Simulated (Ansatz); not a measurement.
Question: Name a neutral molecule of B, Sb, Te and H with HOMO–LUMO gap (B3LYP/def2-TZVPP) between 3.20 and 3.50 eV and HOMO energy (PBE/def2-TZVPP) between -5.55 and -5.25 eV (Ansatz, PBE0-D4/def2-TZVP geometry).

Answer: `[BH2][SbH][TeH]` (3.48 eV, -5.46 eV). Other molecules can fit too; these were computed, each in one conformer that needn't be the lowest.

B3LYP here is the variant with VWN-RPA as its local correlation; programs differ in this.
